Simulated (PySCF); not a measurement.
Fe²¹⁺ (iron, charge +21): UHF calculation

Configuration: [He] 2s2 2p1, 2P determinant. Computed with PySCF 2.14 in an even-tempered Gaussian basis (20 s from 4.2 bohr⁻², ratio 2.2; 11 p from 5.5 bohr⁻², ratio 2.2; 6 d from 24 bohr⁻², ratio 2.4; 5 f from 35 bohr⁻², ratio 2.4; 4 g from 53 bohr⁻², ratio 2.4), with the spin-free X2C one-electron Hamiltonian (Gaussian nucleus).

```
Total energy                                                  : -878.202461 hartree
One-electron energy                                           : -936.2685 hartree
Hartree (Coulomb) energy                                      : 82.5498 hartree
Exchange energy                                               : -24.4838 hartree
⟨S²⟩                                                          : 0.7502
⟨L²⟩                                                          : 2.000
Sum of ⟨r⟩                                                    : 0.8157 bohr
Sum of ⟨r²⟩                                                   : 0.2029 bohr²
Traceless quadrupole moment −½Σ⟨3z² − r²⟩ along its main axis : -0.0213 e·bohr²
```

```tsv
shell	electrons	mean orbital energy (hartree)	rms radius, mean of both spins (bohr)
1s α	1	-309.40934	0.0669
1s β	1	-309.04417	0.0669
2s α	1	-68.28591	0.265
2s β	1	-67.54172	0.265
2p α	1	-65.85529	0.231
```

Densities and radii are taken from the X2C orbitals without a picture-change correction, which distorts them close to the nucleus.

Spin-orbit constants ζ (cm⁻¹) from the X2C one-electron operator on these orbitals: bare nucleus, nucleus screened by l(l+1)(2l+1)/3 electrons, and screened by the Breit-Pauli mean field of the electrons.

```
shell   bare  screened nucleus  mean field
   2p  88380             81580       79610
```

To first order the Landé constant is A = 79610 cm⁻¹, so the lowest level has J = 1/2 and lies 9.87 eV below the centre of the term.
